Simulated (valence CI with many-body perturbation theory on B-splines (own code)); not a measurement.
The numbers below are computed, except where a source is named.
## La44+: magnetic and hyperfine properties of the levels

Level of theory: relativistic CI+MBPT: three valence electrons over a frozen Dirac-Fock core [Ne], radial functions for each j: 11 s, 11 p, 9 d, 7 f, 5 g, 2 h, 1 i, with the one-electron correlation potential Σ1, the two-electron term Σ2, the three-electron term Σ3, Breit, model QED; selected CI, second order for the rest (own B-spline code, finite nucleus).

No measured spectrum was set against this ion. As an estimate, large intervals hold to a few tenths of a per cent, small ones and those within an open d or f shell to about a per cent.

A/g_I is the dipole constant over the nuclear g factor μ/I (μ in nuclear magnetons, uniformly magnetised nucleus), B/Q the quadrupole constant per barn. Both hold the static response of the core; the bare values leave it out. Large factors of s and p1/2 electrons are usually good to 5 to 10 %; those of open d and f shells near neutrality can be off by tens of per cent, and small factors of p3/2, d and f electrons come from cancelling terms and can be off by a factor of two or in sign, in half-filled shells by more. B is blank for J = 1/2, where it vanishes, and for nearly pure S terms. Energies count from the lowest level.

Levels are named by their leading jj configuration (3d3/2^4 stands for four electrons in 3d with j = 3/2), which in mixed levels can hold well under half, so a name can repeat and another be missing. Letters in brackets count levels of one name in rising energy.

```tsv
Level	E (eV)	g	A/g_I (MHz)	A/g_I bare	B/Q (MHz/b)	B/Q bare
(3s^2 3p1/2) J=1/2	0.00	0.656	590000	576000		
(3s^2 3p3/2) J=3/2	106.33	1.327	89200	88900	168000	165000
(3s 3p1/2^2) J=1/2	110.49	2.261	1760000	1720000		
(3s 3p1/2 3p3/2) J=3/2 [a]	197.41	1.662	450000	442000	136000	134000
(3s 3p1/2 3p3/2) J=5/2	209.60	1.368	525000	514000	101000	99200
(3s 3p1/2 3p3/2) J=3/2 [b]	226.00	0.939	26600	27900	116000	114000
(3s 3p1/2 3p3/2) J=1/2	234.11	1.198	-536000	-518000		
(3s^2 3d3/2) J=3/2	272.80	0.838	25900	27600	26200	27100
(3s^2 3d5/2) J=5/2	287.25	1.265	108000	107000	8490	9860
(3s 3p3/2^2) J=5/2	319.08	1.346	372000	365000	97000	95600
(3p1/2^2 3p3/2) J=3/2	337.68	1.231	63000	64800	137000	135000
(3s 3p3/2^2) J=1/2	340.94	1.854	1840000	1790000		
(3s 3p3/2^2) J=3/2	346.03	1.198	-252000	-242000	-47000	-46200
(3s 3p1/2 3d3/2) J=3/2 [a]	351.70	0.545	-141000	-136000	46500	46800
(3s 3p1/2 3d3/2) J=5/2	360.31	1.046	472000	461000	-2260	-833
(3s 3p1/2 3d3/2) J=1/2	378.96	0.357	-711000	-690000		
(3s 3p1/2 3d3/2) J=3/2 [b]	380.74	1.322	383000	376000	25700	25500
(3s 3p1/2 3d5/2) J=5/2 [a]	385.75	1.343	168000	167000	24600	25900
(3s 3p1/2 3d5/2) J=7/2	393.05	1.253	349000	342000	-5510	-3490
(3s 3p1/2 3d5/2) J=5/2 [b]	401.13	1.083	50500	51300	34800	35600
(3s 3p1/2 3d5/2) J=3/2	403.74	1.188	-266000	-256000	-9120	-7930
(3p1/2 3p3/2^2) J=5/2	441.99	1.122	204000	201000	51700	51200
(3p1/2 3p3/2^2) J=3/2	446.93	1.308	-21400	-17200	40300	39800
(3p1/2 3p3/2^2) J=1/2	454.12	0.667	587000	571000		
(3s 3p3/2 3d3/2) J=3/2 [a]	469.00	1.345	288000	284000	-11300	-12000
(3s 3p3/2 3d3/2) J=5/2 [a]	469.66	1.272	245000	241000	40000	38900
(3s 3p3/2 3d3/2) J=1/2 [a]	469.92	2.314	882000	864000		
(3s 3p3/2 3d3/2) J=7/2	472.19	1.296	301000	296000	122000	121000
(3s 3p3/2 3d5/2) J=9/2	478.08	1.327	246000	242000	207000	205000
(3s 3p3/2 3d3/2) J=3/2 [b]	488.73	1.029	-41000	-37600	-89600	-87900
(3p1/2^2 3d3/2) J=3/2	489.02	0.759	50200	50000	25300	26400
(3s 3p3/2 3d5/2) J=5/2 [a]	495.32	1.336	363000	355000	-82700	-81000
(3s 3p3/2 3d5/2) J=3/2 [a]	504.04	1.162	-53700	-49100	-87200	-85700
(3s 3p3/2 3d5/2) J=7/2 [a]	504.68	1.182	115000	114000	167000	166000
(3s 3p3/2 3d3/2) J=5/2 [b]	504.74	0.935	-70400	-66300	120000	120000
(3s 3p3/2 3d3/2) J=1/2 [b]	506.95	0.611	127000	125000		
(3s 3p3/2 3d5/2) J=7/2 [b]	516.87	1.194	60400	61200	119000	119000
(3p1/2^2 3d5/2) J=5/2	521.19	1.193	15300	17900	20800	22400
(3s 3p3/2 3d5/2) J=1/2	525.07	0.679	-362000	-352000		
(3s 3p3/2 3d5/2) J=3/2 [b]	531.48	1.303	424000	415000	52200	52300
```

Q: Take the isotope of mass number 139, with I = 7/2, μ = 2.7791 μN and Q = 0.206 b. What is the hyperfine structure of (3s^2 3p3/2) J=3/2?

A: From the table A = 70900 MHz, B = 34700 MHz. Shifts from the centre of gravity in MHz: F = 2: -460000, F = 3: -272000, F = 4: 1610, F = 5: 381000.
